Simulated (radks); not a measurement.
Species: In IV. Configuration: [Kr] 4d10.

Calculated with a radial shooting solver on a logarithmic mesh with Libxc functionals: Dirac Kohn-Sham, BLYP, spin-unpolarised, spherical densities, finite nucleus; Fermi nuclear charge, rms radius 4.6156 fm.

Energy parts (hartree):
| part | energy |
|---|---|
| total | -5881.73135 |
| kinetic | 6180.28247 |
| electron-nucleus | -14222.43184 |
| Hartree | 2320.21007 |
| exchange-correlation | -159.79206 |

Orbitals (lengths in bohr, moments of r in powers of bohr; <r^-3> diverges for s and p1/2):
orbital,occ.,eigenvalue (hartree),<r^-3>
1s1/2,2,-1020.514,-
2s1/2,2,-153.6840,-
2p1/2,2,-143.4115,-
2p3/2,4,-135.6577,4021
3s1/2,2,-30.03624,-
3p1/2,2,-25.88920,-
3p3/2,4,-24.48900,739.5
3d3/2,4,-17.14766,115.4
3d5/2,6,-16.86075,108.0
4s1/2,2,-5.47722,-
4p1/2,2,-4.12163,-
4p3/2,4,-3.87582,129.7
4d3/2,4,-1.77426,13.49
4d5/2,6,-1.74160,12.48

The highest occupied level is 4d5/2 at -47.391 eV. The electron density at the nucleus is 1.748e+05 e/bohr^3. The density falls to 0.001 e/bohr^3 at r = 2.99 bohr.
